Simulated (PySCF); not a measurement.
## What settings do to a single point of Pm2O3

The sound run of Pm2O3 (singlet in the valence; each metal's 4f electrons, 4 of them, lie in its core potential, out of spins and levels; a saddle point, relaxed within its symmetry) uses PySCF 2.14.0, RKS BP86, Pm lcecp-1-SVP with ECP50, O def2-SVP; non-relativistic Hamiltonian with scalar-relativistic core potentials where named; density fitting; no spin-orbit coupling, grid (50, 194), threshold 1e-8 Eh and 55 cycles, at the relaxed geometry:

```xyz
5

Pm    0.4459    0.3547    2.1114
Pm    0.4459    0.3547   -2.1114
O     0.7290    0.5799    0.0000
O    -1.0177   -0.8096    2.4441
O    -1.0177   -0.8096   -2.4441
```

There Pm1 has a Mulliken charge of 0.70 e and the dipole about the centre of mass is 11.68 D. Each run below changes one thing and starts from free metal ions and neutral atoms unless it says otherwise; with 55 cycles, smearing, a level shift and second-order steps follow where DIIS fails, and their cycles count. Energy shifts count from the sound run. On f atoms grids over 110 angular points are at least (60, 302).

```json
{"change": "cycle limit 3", "outcome": "not converged", "cycles": "3", "energy shift (eV)": "–", "largest force component (eV/Å)": "–", "charge on Pm1 (e)": "–", "dipole about the centre of mass (D)": "–"}
{"change": "all coordinates × 1.12", "outcome": "converged", "cycles": "15", "energy shift (eV)": "2.09", "largest force component (eV/Å)": "3.59", "charge on Pm1 (e)": "0.78", "dipole about the centre of mass (D)": "13.10"}
```

(1) One further run converged with energy shift (eV) -0.0612, largest force component (eV/Å) 0.39, charge on Pm1 (e) 0.70, dipole about the centre of mass (D) 11.67. Which change was it?
A. grid (30, 86)
B. threshold 1e-05
C. spin (2S) set to 8, limit 65 cycles

(2) And the other changes listed?

Forces carry noise of the integration grid, about 0.01 to 0.03 eV/Å.

An lcecp potential fixes the number of 4f electrons, so in runs with it no electron can move into or out of that shell.

Answers

(1) A.

(2) 
| change | outcome | cycles | energy shift (eV) | largest force component (eV/Å) | charge on Pm1 (e) | dipole about the centre of mass (D) |
| --- | --- | --- | --- | --- | --- | --- |
| threshold 1e-05 | converged | 11 | 0.0000 | 0.01 | 0.70 | 11.70 |
| spin (2S) set to 8, limit 65 cycles | not converged | 31 | – | – | – | – |
